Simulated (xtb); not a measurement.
Job for xtb: GFN2-xTB on C2H7B (SMILES BCC), a point of a torsion scan.

```
$ xtb mol.xyz --gfn 2 --opt vtight --chrg 0 --uhf 0 --input xcontrol
10

B      1.35900844     0.22935517    -0.22877464
C      0.07942429    -0.24554597     0.58751507
C     -1.12411314     0.00922473    -0.27375794
H      2.19890985    -0.53419600    -0.50392317
H      1.58009673     1.37517978    -0.34268392
H      0.03134722     0.24903246     1.57585252
H      0.10948303    -1.34669887     0.74069947
H     -1.17591415    -0.83289470    -1.00462029
H     -2.06056223     0.11216898     0.29041979
H     -0.99761437     0.95014221    -0.85094479
$constrain
  force constant=1.0
  dihedral: 1,2,3,8,80.0
$end
```

It printed:

```
[...]
           -------------------------------------------------
          |                Calculation Setup                |
           -------------------------------------------------



           -------------------------------------------------
          |                 G F N 2 - x T B                 |
           -------------------------------------------------

        Reference                      10.1021/acs.jctc.8b01176
      * Hamiltonian:
        H0-scaling (s, p, d)           1.850000    2.230000    2.230000
        zeta-weighting                 0.500000
      * Dispersion:
        s8                             2.700000
        a1                             0.520000
        a2                             5.000000
        s9                             5.000000
      * Repulsion:
        kExp                           1.500000    1.000000
        rExp                           1.000000
      * Coulomb:
        alpha                          2.000000
        third order                    shell-resolved
        anisotropic                    true
        a3                             3.000000
        a5                             4.000000
        cn-shift                       1.200000
        cn-exp                         4.000000
        max-rad                        5.000000


          ...................................................
          :                      SETUP                      :
          :.................................................:
          :  # basis functions                  19          :
          :  # atomic orbitals                  19          :
          :  # shells                           13          :
          :  # electrons                        18          :
          :  max. iterations                   250          :
          :  Hamiltonian                  GFN2-xTB          :
          :  restarted?                      false          :
          :  GBSA solvation                  false          :
          :  PC potential                    false          :
          :  electronic temp.          300.0000000     K    :
          :  accuracy                    1.0000000          :
          :  -> integral cutoff          0.2500000E+02      :
          :  -> integral neglect         0.1000000E-07      :
          :  -> SCF convergence          0.1000000E-05 Eh   :
          :  -> wf. convergence          0.1000000E-03 e    :
          :  Broyden damping             0.4000000          :
          :  net charge                          0          :
          :  unpaired electrons                  0          :
          ...................................................

 iter      E             dE          RMSdq      gap      omega  full diag
   1     -8.9981659 -0.899817E+01  0.814E+00    5.73       0.0  T
   2     -9.1670045 -0.168839E+00  0.583E+00    3.11       1.0  T
   3     -9.1706479 -0.364341E-02  0.269E+00    4.22       1.0  T
   4     -9.1721602 -0.151232E-02  0.775E-01    3.67       1.0  T
   5     -9.1776631 -0.550286E-02  0.224E-01    4.05       1.0  T
   6     -9.1777405 -0.774236E-04  0.704E-02    3.97       1.0  T
   7     -9.1777590 -0.184811E-04  0.148E-02    3.99       2.1  T
   8     -9.1777596 -0.613171E-06  0.924E-03    3.98       3.4  T
   9     -9.1777604 -0.824916E-06  0.273E-03    3.98      11.6  T
  10     -9.1777605 -0.595289E-07  0.132E-03    3.98      24.0  T
  11     -9.1777605 -0.209833E-07  0.189E-04    3.98     167.1  T
  12     -9.1777605 -0.370624E-09  0.402E-05    3.98     787.2  T

   *** convergence criteria satisfied after 12 iterations ***

         #    Occupation            Energy/Eh            Energy/eV
      -------------------------------------------------------------
         1        2.0000           -0.6019037             -16.3786
       ...           ...                  ...                  ...
         3        2.0000           -0.5037381             -13.7074
         4        2.0000           -0.4984078             -13.5624
         5        2.0000           -0.4778294             -13.0024
         6        2.0000           -0.4535150             -12.3408
         7        2.0000           -0.4415407             -12.0149
         8        2.0000           -0.4142774             -11.2731
         9        2.0000           -0.4036109             -10.9828 (HOMO)
        10                         -0.2572957              -7.0014 (LUMO)
        11                          0.1132305               3.0812
        12                          0.1410133               3.8372
        13                          0.1561649               4.2495
        14                          0.1663758               4.5273
       ...                                ...                  ...
        19                          0.3937414              10.7142
      -------------------------------------------------------------
                  HL-Gap            0.1463152 Eh            3.9814 eV
             Fermi-
[...]
      0 min,  0.000 sec (  2.238%)
 Dispersion                     ...        0 min,  0.000 sec (  1.059%)
 classical contributions        ...        0 min,  0.000 sec (  0.474%)
 integral evaluation            ...        0 min,  0.000 sec ( 21.481%)
 iterations                     ...        0 min,  0.000 sec ( 23.377%)
 molecular gradient             ...        0 min,  0.001 sec ( 47.910%)
 printout                       ...        0 min,  0.000 sec (  3.172%)

         :::::::::::::::::::::::::::::::::::::::::::::::::::::
         ::                     SUMMARY                     ::
         :::::::::::::::::::::::::::::::::::::::::::::::::::::
         :: total energy              -9.062828299555 Eh    ::
         :: gradient norm              0.000128889607 Eh/a0 ::
         :: HOMO-LUMO gap              4.316994232280 eV    ::
         ::.................................................::
         :: SCC energy                -9.196411571054 Eh    ::
         :: -> isotropic ES            0.020114211004 Eh    ::
         :: -> anisotropic ES          0.005667342435 Eh    ::
         :: -> anisotropic XC          0.003864381769 Eh    ::
         :: -> dispersion             -0.003530504290 Eh    ::
         :: repulsion energy           0.133575933221 Eh    ::
         :: add. restraining           0.000007338278 Eh    ::
         :: total charge              -0.000000000000 e     ::
         :::::::::::::::::::::::::::::::::::::::::::::::::::::

           -------------------------------------------------
          |                Property Printout                |
           -------------------------------------------------

    * Orbital Energies and Occupations

         #    Occupation            Energy/Eh            Energy/eV
      -------------------------------------------------------------
         1        2.0000           -0.5986026             -16.2888
         2        2.0000           -0.5572760             -15.1643
         3        2.0000           -0.5004293             -13.6174
         4        2.0000           -0.4911302             -13.3643
         5        2.0000           -0.4762332             -12.9590
         6        2.0000           -0.4545818             -12.3698
         7        2.0000           -0.4323692             -11.7654
         8        2.0000           -0.4188486             -11.3975
         9        2.0000           -0.4065700             -11.0633 (HOMO)
        10                         -0.2479234              -6.7463 (LUMO)
        11                          0.1152528               3.1362
        12                          0.1569672               4.2713
        13                          0.1679269               4.5695
        14                          0.1914222               5.2089
        15                          0.2130378               5.7971
        16                          0.2698969               7.3443
        17                          0.3129967               8.5171
        18                          0.3640483               9.9063
        19                          0.4043813              11.0038
      -------------------------------------------------------------
                  HL-Gap            0.1586466 Eh            4.3170 eV
             Fermi-level           -0.3272467 Eh           -8.9048 eV

     #   Z          covCN         q      C6AA      α(0)
     1   5 B        2.779     0.240    17.730     7.041
     2   6 C        3.722    -0.135    23.211     6.880
     3   6 C        3.749    -0.102    22.504     6.766
     4   1 H        0.939    -0.095     5.398     3.632
     5   1 H        0.939    -0.089     5.197     3.564
     6   1 H        0.923     0.052     2.293     2.368
     7   1 H        0.924     0.040     2.455     2.451
     8   1 H        0.925     0.029     2.594     2.519
     9   1 H        0.925     0.026     2.641     2.541
    10   1 H        0.925     0.033     2.538     2.491

 Mol. C6AA /au·bohr⁶  :        688.237966
 Mol. C8AA /au·bohr⁸  :      14697.459877
 Mol. α(0) /au        :         40.252791


Wiberg/Mayer (AO) data.
largest (>0.10) Wiberg bond orders for each atom

 ---------------------------------------------------------------------------
     #   Z sym  total        # sym  WBO       # sym  WBO       # sym  WBO
 ---------------------------------------------------------------------------
     1   5 B    3.138 --     2 C    1.074     5 H    0.982     4 H    0.980
     2   6 C    3.975 --     1 B    1.074     3 C    1.017     7 H    0.957
                             6 H    0.925
     3   6 C    3.997 --     2 C    1.017     8 H    0.989     9 H    0.989
                            10 H    0.989
     4   1 H    0.991 --     1 B    0.980
     5   1 H    0.992 --     1 B    0.982
     6   1 H    0.997 --     2 C    0.925
     7   1 H    0.998 --     2 C    0.957
     8   1 H    0.999 --     3 C    0.989
     9   1 H    0.999 --     3 C    0.989
    10   1 H    0.999 --     3 C    0.989
 ---------------------------------------------------------------------------

Topologies differ in total number of bonds
Writing topology from bond orders to xtbtopo.mol

molecular dipole:
                 x           y           z       tot (Debye)
 q only:       -0.063      -0.035       0.093
   full:       -0.181      -0.075       0.184       0.683
molecular quadrupole (traceless):
                xx          xy          yy          xz          yz          zz
 q only:       -0.862      -0.110       0.317       0.189       0.423       0.545
  q+dip:       -1.468      -0.101       0.732       0.089      -0.205       0.736
   full:       -1.998      -0.071       0.838       0.206       1.149       1.160

           -------------------------------------------------
          |                Geometry Summary                 |
           -------------------------------------------------

      molecular mass/u    :       41.8880851
   center of mass at/Å    :        0.0597321      -0.0197410       0.0061626
  moments of inertia/u·Å² :        0.1505026E+02   0.5894598E+02   0.6772851E+02
rotational constants/cm⁻¹ :        0.1120089E+01   0.2859844E+00   0.2489001E+00

 * 9 selected distances

     #   Z          #   Z                                           value/Å
     1   5 B        2   6 C                                       1.5667019 (max)
     2   6 C        3   6 C                                       1.5305539
     1   5 B        4   1 H                                       1.1698706
     1   5 B        5   1 H                                       1.1690622
     2   6 C        6   1 H                                       1.0991148
     2   6 C        7   1 H                                       1.0930118
     3   6 C        8   1 H                                       1.0880132
     3   6 C        9   1 H                                       1.0896944
     3   6 C       10   1 H                                       1.0864655 (min)

 * 4 distinct bonds (by element types)

   Z      Z             #   av. dist./Å        max./Å        min./Å
   1 H    5 B           2     1.1694664     1.1698706     1.1690622
   1 H    6 C           5     1.0912599     1.0991148     1.0864655
Note: The following floating-point exceptions are signalling: IEEE_UNDERFLOW_FLAG IEEE_DENORMAL
normal termination of xtb
   5 B    6 C           1     1.5667019     1.5667019     1.5667019
   6 C    6 C           1     1.5305539     1.5305539     1.5305539


optimized geometry written to: xtbopt.xyz


           -------------------------------------------------
          | TOTAL ENERGY               -9.062828299555 Eh   |
          | GRADIENT NORM               0.000128889607 Eh/α |
          | HOMO-LUMO GAP               4.316994232280 eV   |
           -------------------------------------------------

------------------------------------------------------------------------
------------------------------------------------------------------------
 total:
 SCF:
 ANC optimizer:
```

The run finished.

Warnings raised: the energy holds the restraint's term.

Cost: about 0.09 core-seconds (a rough figure).
